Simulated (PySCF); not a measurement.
Some computed properties have been withheld. Give your best values.

C4H9F2NSi.
SMILES: `F[SiH2]N1CC[C@@H](F)C1`

```tsv
property	level	value
point group of the GFN2-xTB geometry	GFN2-xTB	C1
rotational constants A, B, C of the GFN2-xTB geometry	GFN2-xTB	?
dipole moment	wB97X-D/def2-SVPD	?
HOMO energy	wB97X-D/def2-SVPD	-8.70 eV
LUMO energy	wB97X-D/def2-SVPD	1.91 eV
lowest singlet excitation	TDDFT wB97X-D/def2-SVPD	?
strongest line among the 8 lowest singlet transitions	TDDFT wB97X-D/def2-SVPD	S6 at 8.14 eV (152 nm, f = 0.040)
lowest triplet excitation (Tamm–Dancoff)	TDA wB97X-D/def2-SVPD	5.77 eV
static isotropic polarisability	wB97X-D/def2-SVPD	?
electronic spatial extent ⟨r²⟩ about the centre of nuclear charge	wB97X-D/def2-SVPD	1341 bohr²
```

The electronic properties come from PySCF, for the isolated species, density fitting.

**Question.** Give the lowest singlet excitation.

**Answer.** 6.03 eV (206 nm, f = 0.024).

**Question.** What is the dipole moment?

**Answer.** 1.81 D.

**Question.** The rotational constants A, B, C of the GFN2-xTB geometry?

**Answer.** 3.799, 0.941, 0.832 GHz.

**Question.** The static isotropic polarisability?

**Answer.** 76.7 au.

The principal polarisabilities are 67.4, 74.7 and 88.0 au; their mean is the isotropic value. The rotational constants make it an asymmetric top with κ = (2B − A − C)/(A − C) = -0.93, nearer the prolate limit (−1). In wavenumbers S1 is 48600 cm⁻¹ (1 eV = 8065.54 cm⁻¹).

For the TDDFT job (wB97X-D/def2-SVPD), on one thread, Arm Neoverse V1 (aarch64), on a shared host, this took 66 s wall (with the writing of density and orbital grids) and 1.0 GiB of memory at its peak.

One conformer stands for the species.
